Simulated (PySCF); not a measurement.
System (SMILES): C=C(F)F.
Geometry (B3LYP-D3(BJ)/def2-TZVP, fixed):
```xyz
6

C      1.3666    -0.1842    -0.0960
C      0.0659    -0.0089    -0.0046
F     -0.8303    -0.9779     0.0790
F     -0.5461     1.1633     0.0177
H      2.0191     0.6710    -0.1597
H      1.7731    -1.1820    -0.1067
```

Basis-set convergence of the lowest singlet excitation energy at PBE0 with PySCF. Tamm-Dancoff approximation; the state is taken by its order, and sets in which it differs in degeneracy or brightness are left out, yet its character can still change. All functions are spherical. Density fitting with generated auxiliary sets. In sets without p functions on hydrogen, species with hydrogen take exact integrals. No added dispersion term, no relativity. Reference: the value in aug-pcseg-2, 6.685 eV, itself unsure by roughly 0.007 eV (its distance from aug-cc-pVTZ).

```csv
basis,functions,lowest singlet excitation energy (eV)
6-31+G*,76,7.007
6-311+G**,100,?
def2-SVPD,102,?
def2-TZVP,136,8.238
pcseg-2,148,7.483
def2-TZVPP,152,8.221
d-aug-cc-pVDZ,154,6.625
def2-TZVPD,172,?
jun-cc-pV(T+d)Z,184,6.882
"6-311++G(3df,3pd)",192,6.797
aug-cc-pVTZ,230,6.692
cc-pVQZ,280,?
def2-QZVPP,288,7.543
```

Complete the blanks.


- 6-311+G**, lowest singlet excitation energy (eV): 7.045
- def2-SVPD, lowest singlet excitation energy (eV): 7.318
- def2-TZVPD, lowest singlet excitation energy (eV): 6.929
- cc-pVQZ, lowest singlet excitation energy (eV): 7.814
